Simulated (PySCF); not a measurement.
Coordinates in bohr (charge 0 multiplicity 4):
```
Mo   -0.4031    0.1235   -0.6799
O     1.0218   -0.3131   -3.4509
Cl    0.6627   -0.2031    3.4824
```

All numbers come from UPBE0 in PySCF with Mo def2-TZVP with ECP28, O def2-TZVP, Cl def2-TZVP; scalar-relativistic core potentials, no spin–orbit coupling; density-fitted integrals.

This geometry of MoOCl is a stationary point at this level.

Problem. What is the point group?

Solution. Cs.

Problem. Is it a minimum?

Solution. Yes: all harmonic wavenumbers are real.

Problem. List the harmonic modes with their infrared intensities.

Solution. 
```
symmetry  ω (cm⁻¹)  IR (km/mol)     type
      a'       146          5.2     bend
      a'       402         60.0  stretch
      a'      1033          206  stretch
```

Problem. What are the dipole moment and the gap between the highest occupied and lowest empty levels of either spin?

Solution. 1.55 D and 3.43 eV.

Other isomers or separated fragments may lie lower. With open d or f shells other occupations or spin states may lie lower.
